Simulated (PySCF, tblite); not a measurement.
Isomers of C5H9NOSi. Computed values, GFN2-xTB/tblite, gas phase, harmonic and unscaled. The method is semi-empirical: single wavenumbers can be off by several per cent or more. Modes of hydrogen on silicon can be 10 to 20 % off. One conformer each.

Electronic energies: PBE0/pcSseg-1 single points on the GFN2-xTB geometries (PySCF, gas phase).

```json
{"SMILES": "O=CN[C@@H]1C=C[SiH2]C1", "electronic energy, lowest = 0 (kJ/mol)": "0.0"}
{"SMILES": "COC[C@]1(C#N)C[SiH2]1", "electronic energy, lowest = 0 (kJ/mol)": "190.7"}
{"SMILES": "CCO[SiH2]/C=C/C#N", "electronic energy, lowest = 0 (kJ/mol)": "23.8"}
```

Task: How do GFN2-xTB zero-point energies change the relative energies?

Result: 
```csv
SMILES,ZPE (kJ/mol),of it from modes above 1550 cm⁻¹,electronic (kJ/mol),"with ZPE, lowest = 0 (kJ/mol)",lowest mode (cm⁻¹),rings
O=CN[C@@H]1C=C[SiH2]C1,336.2,174.7,0.0,0.0,31,1
CCO[SiH2]/C=C/C#N,330.6,176.5,23.8,18.3,32,0
COC[C@]1(C#N)C[SiH2]1,331.9,166.3,190.7,186.4,67,1
```

The zero-point energies span 5.6 kJ/mol, from `CCO[SiH2]/C=C/C#N` to `O=CN[C@@H]1C=C[SiH2]C1`. The order is unchanged.

Task: And how do the electronic energies of GFN2-xTB itself compare?

Result: `O=CN[C@@H]1C=C[SiH2]C1` 22.2; `CCO[SiH2]/C=C/C#N` 0.0; `COC[C@]1(C#N)C[SiH2]1` 173.8 kJ/mol, lowest = 0. Against the energies above, taken from the same isomer `O=CN[C@@H]1C=C[SiH2]C1`, the largest difference is 46.0 kJ/mol.

Task: What do entropy and thermal enthalpy add at 298.15 K and 1 bar (rigid rotor, harmonic oscillator, one conformer each)?

Result: 
```csv
SMILES,point group,symmetry number,S (J/(mol K)),H − H(0) (kJ/mol),ZPE + H − H(0) − TS (kJ/mol)
O=CN[C@@H]1C=C[SiH2]C1,C1,1,394.9,25.88,244.3
CCO[SiH2]/C=C/C#N,Cs,1,439.1,30.95,230.6
COC[C@]1(C#N)C[SiH2]1,C1,1,408.8,28.86,238.8
```
